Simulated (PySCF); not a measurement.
Potential energy of Ge2 along the bond

Set-up: basis Ge pcseg-1; no relativity; PySCF 2.14. Energies in eV from Ge + Ge in their ground configurations at the same level. State: ³Σg⁻ (triplet), unpaired electrons π ↑↑.

```tsv
R (Å)	HSE06
2.057	-1.998
2.153	-2.559
2.248	-2.871
2.320	-2.984
2.392	-3.019
2.464	-2.994
2.559	-2.889
2.679	-2.681
2.823	-2.362
3.014	-1.885
```

Task: Put a parabola through the three lowest points of the HSE06 curve and estimate Re, k and ωe (reduced mass 36.96 u; 1 eV/Å² = 0.16022 mdyn/Å; ωe = 1302.8·√(k/μ) cm⁻¹).

Result: Through R = 2.32, 2.392, 2.464 Å the second-order coefficient is 5.79 eV/Å², so Re ≈ 2.398 Å, k ≈ 1.85 mdyn/Å and ωe ≈ 292 cm⁻¹. A polynomial fit of higher order to the unrounded HSE06 energies gives Re = 2.395 Å, k = 1.86 mdyn/Å, ωe = 292 cm⁻¹; anharmonicity and rounding make the difference.

The higher-order fit for each curve: HSE06: Re = 2.395 Å, ωe = 292 cm⁻¹, De = 3.02 eV.

Spin–orbit coupling is left out. The state was picked by a PBE0 search and need not be the measured ground state.
